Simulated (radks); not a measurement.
Q: Species: Ni10+. Configuration: [Ne] 3s2 3p5 3d1 (not the ground configuration). All-electron calculation, scalar-relativistic Kohn-Sham, r2SCAN, spin-polarised, spherical densities, finite nucleus; open shells are filled with parallel spins first; meta-GGA in the generalised Kohn-Sham scheme; Fermi nuclear charge, rms radius 3.7757 fm. Program: a radial shooting solver on a logarithmic mesh with Libxc functionals. Some entries of the table are withheld. Estimate them.

orbital  occ.  eigenvalue (hartree)  <1/r> (bohr^-1)
1s up       1             -312.7353            28.08
1s down     1             -312.6965            28.09
2s up       1             -46.47629            6.104
2s down     1             -46.40560            6.109
2p up       3                   (1)            5.971
2p down     3                   (2)            5.974
3s up       1             -12.92382            2.137
3s down     1             -12.70643            2.122
3p up       3             -11.33122            2.037
3p down     2             -11.11266            2.024
3d up       1              -8.86249            1.862
3d down     0              -8.64790            1.858

A: 
(1) 2p up eigenvalue (hartree): -41.35004
(2) 2p down eigenvalue (hartree): -41.27183
